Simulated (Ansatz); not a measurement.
Ansatz (a program for electronic structure) input for CCl3, SMILES Cl[C](Cl)Cl, multiplicity 2, PBE0-D3(BJ)/def2-SVP. 

Ansatz 0.2 input:
```yaml
crystal:
  periodic: [false, false, false]
  atoms:
    - {symbol: Cl, position_ang: [-1.45112238, -0.83780590, -0.03578776]}
    - {symbol: C, position_ang: [-0.00000000, 0.00000000, 0.30419595]}
    - {symbol: Cl, position_ang: [1.45112238, -0.83780589, -0.03578776]}
    - {symbol: Cl, position_ang: [-0.00000000, 1.67561179, -0.03578776]}
basis:
  gaussian:
    orbitals: def2-SVP
hamiltonian:
  xc: pbe0
  dispersion: d3bj
magnetization: {spin_polarized: true, initial_magnetization: 1}
relax: {f_tol: 0.002, max_steps: 200}
```

Output:

```
WARN ansatz: RAYON_NUM_THREADS=1 ignored (pool sized by the plan → 1); use --threads N
Functional definition: PBE0
integrals: 0.02 GiB planned
680 factors; integrals over basis functions are off by at most 1.3e-4 eV
mean field: 0.38 GiB planned
mean field evaluation 1: about -38576.6653 eV, gradient 5.4e0 eV
mean field evaluation 2: about -38576.8264 eV, gradient 4.4e0 eV
mean field evaluation 4: about -38576.9230 eV, gradient 6.3e-1 eV
mean field evaluation 8: about -38576.9565 eV, gradient 1.3e-2 eV
mean field evaluation 16: about -38576.9565 eV, gradient 2.7e-5 eV
mean field -38576.95651948 eV, -1417.6770036905 hartree, gradient 2.7e-5 eV, S^2 0.753940; 0 other end points of the search recorded, 0 dependent functions left out
the calculation of the forces begins
reference -38576.95653516 eV, -1417.6770042670 hartree; 29, 28 occupied and 39, 40 virtual orbitals, 680 factors
relax step   1: F+E_penalty+E_count = -38577.07123764 eV  Δ(F+E_penalty+E_count) = +0.000e0 eV  max|allowed force component| = 1.969e-1 eV/Å  Δτ_max = 0.0000 Å  (30 SCF iters, accepted)
these checks for a lower state are left out or cut short: starts, cluster_reference, orbital_swaps, neighbouring_geometries, increment
integrals: 0.02 GiB planned
680 factors; integrals over basis functions are off by at most 1.3e-4 eV
mean field: 0.38 GiB planned
mean field -38576.96048247 eV, -1417.6771493276 hartree, gradient 1.2e-5 eV, S^2 0.754381; 0 other end points of the search recorded, 0 dependent functions left out
the calculation of the forces begins
reference -38576.96049836 eV, -1417.6771499118 hartree; 29, 28 occupied and 39, 40 virtual orbitals, 680 factors
relax step   2: F+E_penalty+E_count = -38577.07469428 eV  Δ(F+E_penalty+E_count) = -3.457e-3 eV  max|allowed force component| = 1.418e-1 eV/Å  Δτ_max = 0.0564 Å  (33 SCF iters, accepted)
these checks for a lower state are left out or cut short: starts, cluster_reference, orbital_swaps, neighbouring_geometries, increment
integrals: 0.02 GiB planned
680 factors; integrals over basis functions are off by at most 1.3e-4 eV
mean field: 0.38 GiB planned
mean field evaluation 32: about -38576.9635 eV, gradient 1.3e-5 eV
mean field -38576.96347591 eV, -1417.6772593346 hartree, gradient 1.3e-5 eV, S^2 0.754161; 0 other end points of the search recorded, 0 dependent functions left out
the calculation of the forces begins
reference -38576.96349170 eV, -1417.6772599148 hartree; 29, 28 occupied and 39, 40 virtual orbitals, 680 factors
relax step   3: F+E_penalty+E_count = -38577.07790130 eV  Δ(F+E_penalty+E_count) = -3.207e-3 eV  max|allowed force component| = 1.172e-2 eV/Å  Δτ_max = 0.0258 Å  (34 SCF iters, accepted)
these checks for a lower state are left out or cut short: starts, cluster_reference, orbital_swaps, neighbouring_geometries, increment
integrals: 0.02 GiB planned
680 factors; integrals over basis functions are off by at most 1.3e-4 eV
mean field: 0.38 GiB planned
mean field -38576.96349295 eV, -1417.6772599609 hartree, gradient 6.4e-5 eV, S^2 0.754171; 0 other end points of the search recorded, 0 dependent functions left out
the calculation of the forces begins
reference -38576.96350874 eV, -1417.6772605412 hartree; 29, 28 occupied and 39, 40 virtual orbitals, 680 factors
relax step   4: F+E_penalty+E_count = -38577.07791243 eV  Δ(F+E_penalty+E_count) = -1.113e-5 eV  max|allowed force component| = 5.006e-3 eV/Å  Δτ_max = 0.0013 Å  (24 SCF iters, accepted)
these checks for a lower state are left out or cut short: starts, cluster_reference, orbital_swaps, neighbouring_geometries, increment
integrals: 0.02 GiB planned
680 factors; integrals over basis functions are off by at most 1.3e-4 eV
mean field: 0.38 GiB planned
mean field -38576.96349172 eV, -1417.6772599157 hartree, gradient 2.8e-5 eV, S^2 0.754172; 0 other end points of the search recorded, 0 dependent functions left out
the calculation of the forces begins
reference -38576.96350751 eV, -1417.6772604961 hartree; 29, 28 occupied and 39, 40 virtual orbitals, 680 factors
relax step   5: F+E_penalty+E_count = -38577.07791426 eV  Δ(F+E_penalty+E_count) = -1.831e-6 eV  max|allowed force component| = 5.994e-4 eV/Å  Δτ_max = 0.0004 Å  (23 SCF iters, accepted)
integrals: 0.02 GiB planned
680 factors; integrals over basis functions are off by at most 1.3e-4 eV
mean field: 0.38 GiB planned
mean field -38576.96349172 eV, -1417.6772599157 hartree, gradient 2.8e-5 eV, S^2 0.754172; 1 other end points of the search recorded, 0 dependent functions left out
the calculation of the forces begins
reference -38576.96350751 eV, -1417.6772604961 hartree; 29, 28 occupied and 39, 40 virtual orbitals, 680 factors
Total energy: -38577.07793005 eV, -1417.6814654469 hartree
Atom 0 at    -1.460148    -0.843017    -0.025025 Å, force     0.000529     0.000305     0.000071 eV/Å
Atom 1 at     0.000006     0.000003     0.271905 Å, force     0.000014     0.000008    -0.000218 eV/Å
Atom 2 at     1.460157    -0.843038    -0.025024 Å, force    -0.000527     0.000286     0.000074 eV/Å
Atom 3 at    -0.000014     1.686052    -0.025024 Å, force    -0.000016    -0.000599     0.000074 eV/Å
Dipole moment:     0.000002     0.000001    -0.049056 e Å
```

The run converged.

Cost: roughly 16 core-seconds.
